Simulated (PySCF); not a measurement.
**Correlation energy of W⁺ (tungsten, charge +1)**

[Xe] 4f14 5d5, high-spin 6S determinant (an excited configuration). Calculation: PySCF 2.14, in def2-TZVPPD with the def2 core potential (60 electrons) (6s5p3d2f1g, 59 functions); a scalar-relativistic core potential. Frozen: 5s2 5p6; 5 electrons correlated.

```
  level  correlation energy (mhartree)
   CCSD                         -59.70
    (T)                          -1.05
CCSD(T)                         -60.75
```

Diagnostics: T1 = 0.0029, D1 = 0.0041, largest double amplitude 0.025.

Cost of the coupled-cluster step: of the order of 2.2 core-seconds, for 5 correlated electrons.

Iterations:

```
CC2 = 0
CCSD nocc = (np.int64(5), np.int64(0)), nmo = (55, 55)
frozen orbitals [[0, 1, 2, 3], [0, 1, 2, 3]]
max_cycle = 100
direct = 0
conv_tol = 1e-08
conv_tol_normt = 1e-06
diis_space = 8
diis_start_cycle = 0
Init t2, MP2 energy = -0.0528087532920275
Init E_corr(UCCSD) = -0.0528087532928814
cycle = 1  E_corr(UCCSD) = -0.0586765100380777  dE = -0.00586775675  norm(t1,t2) = 0.020999
cycle = 2  E_corr(UCCSD) = -0.0594543978679939  dE = -0.00077788783  norm(t1,t2) = 0.00642584
cycle = 3  E_corr(UCCSD) = -0.0597223128574933  dE = -0.000267914989  norm(t1,t2) = 0.00269274
cycle = 4  E_corr(UCCSD) = -0.0596992823834798  dE = 2.3030474e-05  norm(t1,t2) = 0.000313571
cycle = 5  E_corr(UCCSD) = -0.0597008921555913  dE = -1.60977211e-06  norm(t1,t2) = 4.95456e-05
cycle = 6  E_corr(UCCSD) = -0.0597009092059335  dE = -1.70503422e-08  norm(t1,t2) = 4.08365e-06
cycle = 7  E_corr(UCCSD) = -0.0597009246323841  dE = -1.54264506e-08  norm(t1,t2) = 4.66568e-07
cycle = 8  E_corr(UCCSD) = -0.0597009237741782  dE = 8.58205902e-10  norm(t1,t2) = 5.11817e-08
UCCSD converged
E(UCCSD) = -66.14486934841092  E_corr = -0.05970092377417822
UCCSD(T) correction = -0.0010522406153051
```
